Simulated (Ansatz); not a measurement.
Two isomers of C7H9N: A = `Cc1ccncc1C`, B = `Cc1ccc(N)cc1`.

Program: Ansatz. Geometries: PBE0-D4/def2-TZVP. ΔE: electronic, gas phase. CBS: MP2 limit from def2 TZ/QZ plus the TZ coupled-cluster correction, frozen cores. DFT in def2-TZVPP. Each species was taken in one conformer, which may not be the lowest.

A:

```xyz
17

C     0.8403    0.0520    1.7585
C    -0.0527   -0.2503    0.5991
C    -1.1160   -1.1338    0.7197
C    -1.9239   -1.3918   -0.3759
N    -1.7389   -0.8316   -1.5638
C    -0.7211    0.0128   -1.6754
C     0.1538    0.3477   -0.6484
C     1.2697    1.3135   -0.8840
H     1.8778   -0.2159    1.5381
H     0.5299   -0.4943    2.6493
H     0.8351    1.1203    1.9939
H    -1.3158   -1.6221    1.6675
H    -2.7587   -2.0825   -0.2910
H    -0.5817    0.4646   -2.6559
H     1.2685    1.6653   -1.9164
H     1.1893    2.1878   -0.2308
H     2.2446    0.8582   -0.6848
```

B:

```xyz
17

C    -1.060    2.281    0.995
C    -0.474    1.017    0.444
C    -0.410    0.784   -0.926
C     0.158   -0.367   -1.444
C     0.686   -1.341   -0.598
N     1.306   -2.473   -1.111
C     0.623   -1.119    0.777
C     0.052    0.037    1.279
H    -1.498    2.120    1.982
H    -1.841    2.676    0.341
H    -0.299    3.062    1.100
H    -0.817    1.522   -1.611
H     0.192   -0.516   -2.519
H     1.010   -2.737   -2.037
H     1.335   -3.262   -0.486
H     1.025   -1.863    1.458
H     0.013    0.179    2.355
```

**Question.** Which is lower in electronic energy at CCSD(T)/CBS, and by how much? (Estimate.)

**Answer.** Computed: B, by 3.4 kcal/mol.

**Question.** Give E(B) − E(A) in kcal/mol with CCSD/def2-TZVPP, B2PLYP, MP2/def2-TZVPP, CCSD(T)/def2-SVP, CCSD(T)/def2-TZVPP, ωB97M-V, PBE-D4. (Estimate.)

**Answer.** Computed: CCSD/def2-TZVPP -2.7, B2PLYP -3.5, MP2/def2-TZVPP -3.2, CCSD(T)/def2-SVP -0.2, CCSD(T)/def2-TZVPP -2.3, ωB97M-V -3.5, PBE-D4 -4.3. None reverses the order clearly.

Largest T1 diagnostic: 0.011.

Leaving LDA and LC-ωPBE aside and taking each functional with its dispersion term where it has one, the values, not all of them listed here, spread over 2.1 kcal/mol, from r2SCAN0-D4 to ωB97X-V. LDA lies −1.8 kcal/mol from PBE without D4. At CCSD(T), def2-SVP lies +3.3 kcal/mol from the extrapolated value and def2-TZVPP +1.1 kcal/mol.
